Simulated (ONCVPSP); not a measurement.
## Reading a pseudo-wave (Co (Z = 27))

Columns: radius, all-electron u(r) and pseudo u(r) of the 3d shell (level -12.39 eV) of cobalt in the configuration [Ne] 3s2 3p6 3d7 4s1.5; PBE, scalar-relativistic, ONCV scheme, ONCVPSP 4.0.1.

```
r (bohr)  all-electron  pseudo
   0.078        0.0461  0.0072
   0.155        0.2032  0.0527
   0.232        0.4063  0.1597
   0.310        0.5990  0.3294
   0.388        0.7514  0.5366
   0.465        0.8570  0.7407
   0.542        0.9213  0.9087
   0.620        0.9512  1.0181
   0.698        0.9541  1.0604
   0.775        0.9384  1.0471
   0.852        0.9103  0.9979
   0.930        0.8737  0.9316
   1.008        0.8325  0.8640
   1.085        0.7896  0.8035
   1.162        0.7461  0.7507
   1.240        0.7025  0.7034
   1.318        0.6601  0.6601
   1.395        0.6198  0.6198
   1.472        0.5814  0.5813
   1.550        0.5444  0.5444
   1.628        0.5095  0.5095
   1.705        0.4771  0.4771
   1.782        0.4467  0.4466
   1.860        0.4177  0.4177
   1.938        0.3906  0.3906
   2.015        0.3656  0.3655
```

(1) How many radial nodes do the two functions have?

(2) At about which radius was the pseudo-wave matched?

(3) Is the pseudo-wave norm-conserving?

Answers

(1) The all-electron 3d function has n − l − 1 = 0; the pseudo-wave has 0.

(2) 1.40 bohr. The columns agree to 0.0005 from 1.32 bohr on; several derivatives are matched, so the curves merge somewhat inside the radius.

(3) Yes: the ONCV scheme keeps the norm inside the radius equal to the all-electron one, which fixes the energy derivative of the logarithmic derivative at the level.
